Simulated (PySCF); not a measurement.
Job file and geometry (Å, from PBE0-D3(BJ)/def2-SVP) of an NMR shielding run on SMILES CO[C@@H]1CPCC[C@@H]1F, C6H12FOP, GIAO PBE0/pcSseg-1 NMR shielding, non-relativistic, gas phase in PySCF 2.14.0, density-fitted response routines; density fitting, a coarse starting grid and PySCF grid level 2 are the driver's defaults:

```
$ OMP_NUM_THREADS=1 python probes_run.py task.json out

{"job": {"kind": "nmr", "xc": "PBE0", "basis": "pcSseg-1"}, "charge": 0, "multiplicity": 1}
C      2.311636    -0.879943     0.318477
O      1.164896    -0.074733     0.309549
C      0.550667     0.114516    -0.936141
C     -0.253343     1.408580    -0.865238
P     -1.670950     1.407270     0.346472
C     -2.394721    -0.253495    -0.092303
C     -1.387083    -1.382463    -0.276115
C     -0.349407    -1.055163    -1.328524
F      0.429411    -2.175395    -1.559839
H      2.751619    -0.804461     1.322927
H      3.058947    -0.525986    -0.417566
H      2.090362    -1.936651     0.100146
H      1.328236     0.208569    -1.723039
H     -0.665745     1.653873    -1.857707
H      0.420801     2.233326    -0.589791
H     -0.906723     0.966489     1.468211
H     -2.979689    -0.103506    -1.016998
H     -3.128932    -0.509693     0.687712
H     -1.895532    -2.314098    -0.574161
H     -0.860382    -1.581696     0.670500
H     -0.844808    -0.804149    -2.285534
```

Q: Write the output of this run.

A: 
```
coarse grid: 17752 points
cycle   1  E = -751.4600349476  dE =  1.057e+00  |g| = 6.988e-01  |ddm| = 4.002e+00
cycle   2  E = -751.3764530920  dE =  8.358e-02  |g| = 1.000e+00  |ddm| = 1.415e+00
cycle   3  E = -751.5486906858  dE = -1.722e-01  |g| = 8.553e-02  |ddm| = 9.266e-01
cycle   4  E = -751.5497456151  dE = -1.055e-03  |g| = 4.287e-02  |ddm| = 9.249e-02
cycle   5  E = -751.5501313005  dE = -3.857e-04  |g| = 7.021e-03  |ddm| = 4.193e-02
cycle   6  E = -751.5501419805  dE = -1.068e-05  |g| = 2.088e-03  |ddm| = 9.154e-03
cycle   7  E = -751.5501429299  dE = -9.494e-07  |g| = 3.680e-04  |ddm| = 2.160e-03
final grid: 166456 points
cycle   8  E = -751.6238710476  dE = -6.689e-05  |g| = 1.213e-02  |ddm| = 5.091e-02
cycle   9  E = -751.6238416157  dE =  2.943e-05  |g| = 1.747e-02  |ddm| = 2.143e-02
cycle  10  E = -751.6239012089  dE = -5.959e-05  |g| = 1.414e-03  |ddm| = 1.322e-02
cycle  11  E = -751.6239015994  dE = -3.905e-07  |g| = 2.933e-04  |ddm| = 1.611e-03
cycle  12  E = -751.6239016166  dE = -1.719e-08  |g| = 7.362e-05  |ddm| = 3.754e-04
cycle  13  E = -751.6239016178  dE = -1.188e-09  |g| = 2.987e-05  |ddm| = 1.172e-04
cycle  14  E = -751.6239016180  dE = -1.978e-10  |g| = 5.280e-06  |ddm| = 2.689e-05
converged SCF energy = -751.6239016180

GIAO shielding tensors (ppm)
atom      isotropic    diamagn.    paramagn.     s11        s22        s33       span
  0 C      124.479     242.696    -118.217     92.855     99.260    181.323     88.467
  1 O      306.465     399.600     -93.135    279.865    303.177    336.353     56.488
  2 C      107.987     245.003    -137.017     86.608     95.768    141.584     54.976
  3 C      156.940     250.485     -93.546    147.036    153.025    170.759     23.722
  4 P      443.728     964.444    -520.716    404.632    428.303    498.250     93.618
  5 C      163.656     252.144     -88.488    155.135    163.500    172.332     17.198
  6 C      154.821     247.290     -92.468    142.074    149.428    172.962     30.889
  7 C       87.051     245.811    -158.760     56.450     70.819    133.884     77.434
  8 F      365.858     474.761    -108.903    324.940    382.847    389.788     64.848
  9 H       27.652      28.554      -0.902     23.398     24.769     34.790     11.392
 10 H       28.155      28.555      -0.400     24.245     25.376     34.844     10.599
 11 H       27.393      29.321      -1.928     21.932     26.789     33.458     11.526
 12 H       27.763      32.019      -4.257     25.167     26.733     31.388      6.221
 13 H       29.881      30.610      -0.728     25.506     28.034     36.103     10.597
 14 H       29.605      30.347      -0.743     24.191     27.922     36.701     12.510
 15 H       27.376      29.202      -1.825     23.662     26.831     31.637      7.975
 16 H       30.047      29.667       0.380     25.243     28.401     36.499     11.255
 17 H       29.749      28.943       0.806     24.158     27.501     37.587     13.429
 18 H       29.353      29.037       0.316     23.905     28.012     36.143     12.237
 19 H       29.079      30.869      -1.790     26.185     28.621     32.432      6.247
 20 H       27.217      31.843      -4.626     23.489     28.592     29.571      6.082
```

Size and cost of the density-fitted run: 220 basis functions, 30 s wall time on 1 thread of an Intel Xeon 6975P-C, shared host; peak memory 1.1 GiB.
